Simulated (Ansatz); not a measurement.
`FC[SiH2][InH2]`, 10 atoms. Charge 0, multiplicity 1. Correlated methods include outer-core shells of In, which these sets cover unevenly. In takes the def2 core potential. All runs use 4 threads of an Arm Neoverse V2 on a shared host. Correlated methods freeze the cores.

(1) How many basis functions does each run have, and how long does it take in Ansatz? RKS r2SCANh-D4/def2-TZVPP energy; RKS PBE0-D4/def2-TZVP relaxation (20 steps); RHF-CCSD(T)/def2-SVP energy; RKS r2SCAN-D4/def2-TZVPP energy and forces; direct RPA on PBE orbitals/def2-TZVPP energy; RKS PBE0-D4/def2-TZVP frequencies; RKS PBE0-D4/def2-QZVPP energy; RKS PBE-D4/def2-TZVPP energy and forces; RKS PBE0-D4/def2-SVP energy; RKS HSE06 (plane-wave form)-D4/def2-TZVPP energy; RKS ωB97M-V/def2-QZVPP energy; RHF-MP2/def2-QZVPP energy. (An estimate is asked.)

Answers

(1) Ansatz gave: Other jobs shared the machine, so times are rough.

```
                                    level                    job  functions  wall time  peak host memory (GiB)
                     RKS PBE0-D4/def2-SVP                 energy        102      1.1 s                    0.42
                    RKS PBE-D4/def2-TZVPP      energy and forces        238      2.4 s                     0.3
RKS HSE06 (plane-wave form)-D4/def2-TZVPP                 energy        238      3.1 s                    0.64
                RKS r2SCANh-D4/def2-TZVPP                 energy        238      4.8 s                    0.62
                 RKS r2SCAN-D4/def2-TZVPP      energy and forces        238      4.9 s                    0.33
                     RHF-CCSD(T)/def2-SVP                 energy        102      5.5 s                    0.48
    direct RPA on PBE orbitals/def2-TZVPP                 energy        238      5.5 s                    0.59
                   RKS PBE0-D4/def2-QZVPP                 energy        446      7.5 s                     1.6
                       RHF-MP2/def2-QZVPP                 energy        446       18 s                     2.5
                   RKS ωB97M-V/def2-QZVPP                 energy        446       18 s                     1.9
                    RKS PBE0-D4/def2-TZVP  relaxation (20 steps)        185       64 s                    0.49
                    RKS PBE0-D4/def2-TZVP            frequencies        185    2.3 min                    0.48
```
